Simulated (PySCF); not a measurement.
**ECD: `O=CC(F)=C=CF`, C$_{4}$H$_{2}$F$_{2}$O**

Cartesian coordinates in Å; atom numbers follow the order of the lines, from 1:
```xyz
9

O    -0.1221    1.9641   -1.0582
C    -0.9204    1.4724   -0.3138
C    -0.7351    0.1585    0.3611
F    -1.7544   -0.1479    1.1758
C     0.2869   -0.6323    0.1958
C     1.3787   -1.3073    0.0044
F     1.5027   -2.2294   -0.9464
H    -1.8835    1.9593   -0.0600
H     2.2750   -1.1938    0.6055
```

Theory: PySCF 2.14.0, TDDFT CAM-B3LYP/def2-TZVPD circular dichroism and optical rotation, one conformer, gas phase. Geometry: PBE0-D3(BJ)/def2-TZVP.

No stereocentre is labelled: unless the shape is locked (an allene, a helicene, a hindered biaryl), the mirror image is equally populated and a measured rotation or CD is zero.

Problem. List the lowest 12 singlet excitations with oscillator and rotatory strengths.

Solution. Rotatory strengths R in 10⁻⁴⁰ esu² cm², velocity form and length form (origin at the centre of mass); f in length form.
| state | E (eV) | λ (nm) | f | R (velocity) | R (length) | main |
| --- | --- | --- | --- | --- | --- | --- |
| 1 | 3.72 | 333 | 0.0002 | +2.2 | +2.3 | HOMO→LUMO 0.81, HOMO−2→LUMO 0.13 |
| 2 | 4.66 | 266 | 0.0003 | -3.9 | -4.0 | HOMO−2→LUMO 0.80, HOMO→LUMO 0.14 |
| 3 | 5.60 | 222 | 0.228 | -37.8 | -37.9 | HOMO−1→LUMO 0.94 |
| 4 | 5.88 | 211 | 0.006 | +27.7 | +27.7 | HOMO−1→LUMO+1 0.94 |
| 5 | 6.91 | 180 | 0.187 | -4.8 | -4.8 | HOMO→LUMO+1 0.90 |
| 6 | 7.38 | 168 | 0.159 | -6.5 | -6.6 | HOMO−2→LUMO+1 0.82 |
| 7 | 7.56 | 164 | 0.011 | +1.0 | +1.4 | HOMO→LUMO+2 0.69 |
| 8 | 7.76 | 160 | 0.005 | -29.0 | -29.1 | HOMO→LUMO+3 0.41, HOMO→LUMO+4 0.11 |
| 9 | 7.86 | 158 | 0.033 | +7.5 | +7.6 | HOMO−1→LUMO+2 0.68, HOMO−2→LUMO+2 0.12 |
| 10 | 7.89 | 157 | 0.051 | +53.3 | +52.7 | HOMO−2→LUMO+2 0.41, HOMO−1→LUMO+2 0.14 |
| 11 | 8.16 | 152 | 0.009 | -9.8 | -9.6 | HOMO−5→LUMO 0.40, HOMO−3→LUMO 0.25 |
| 12 | 8.42 | 147 | 0.017 | +5.7 | +5.7 | HOMO−2→LUMO+4 0.25, HOMO−2→LUMO+3 0.19 |

Among the states computed, the strongest CD band (largest |R|) is state 10. The largest dissymmetry factor in size, g = 4R/(D+G), with D and G the electric and magnetic dipole strengths, is -0.089 for state 2 (velocity form, f = 0.0003), among bands with |R| over 0.5. The mirror image has the same energies and oscillator strengths and all R with the opposite sign.
